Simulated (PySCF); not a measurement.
Computed shifts of a molecule C4H6S, PBE/pcSseg-1 run with PySCF, GIAO, gas phase, atoms alike by connectivity averaged where their shifts nearly agree, in ppm (number of nuclei): ¹³C: 156.4 (1), 108.5 (1), 43.3 (1), 30.4 (1). ¹H: 5.45 (1), 5.14 (1), 3.68 (2), 3.31 (2). References: ¹³C against TMS (σ = 182.0 ppm); ³³S against H2S (σ = 706.5 ppm); ¹H against TMS (σ = 31.49 ppm), references at their B3LYP-D3(BJ)/def2-TZVP geometries, non-relativistic. Geometry optimised at B3LYP-D3(BJ)/def2-SVP. One conformer was computed; it need not be the lowest.

Question: Which molecule gave these data?
(A) CC#CCS
(B) C1=CSCC1
(C) C#C[C@H](C)S
(D) C=C1CCS1

Answer: D, C=C1CCS1
